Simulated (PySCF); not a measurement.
Ga(H)(Br)(NH2) (BrGaH3N), SMILES [NH2][GaH][Br].

Geometry: PBE-D3(BJ)/def2-SVP. The structure was generated by enumeration; whether it is a known compound was not checked. The values are those of a single conformer.

These are PBE-D3(BJ)/def2-SVP (PySCF) values and carry that method's errors.

Frequencies are harmonic and unscaled.

Computed normal modes with their intensities:
| mode | ν (cm⁻¹) | IR (km/mol) | moving atoms (share of kinetic energy) |
|---|---|---|---|
| 1 | 137 | 1.3 | N 47 %, H 22 %, Ga 19 %, Br 12 % |
| 2 | 196 | 184.8 | H 76 %, N 22 % |
| 3 | 292 | 25.5 | Ga 50 %, Br 48 % |
| 4 | 360 | 0.1 | H 94 % |
| 5 | 496 | 0.2 | H 98 % |
| 6 | 541 | 49.9 | H 97 % |
| 7 | 701 | 97.1 | N 51 %, H 36 %, Ga 13 % |
| 8 | 725 | 58.1 | H 58 %, N 35 % |
| 9 | 1454 | 22.9 | H 89 %, N 11 % |
| 10 | 1981 | 100.1 | H 99 % |
| 11 | 3506 | 34.0 | H 96 % |
| 12 | 3619 | 35.6 | H 91 %, N 9 % |
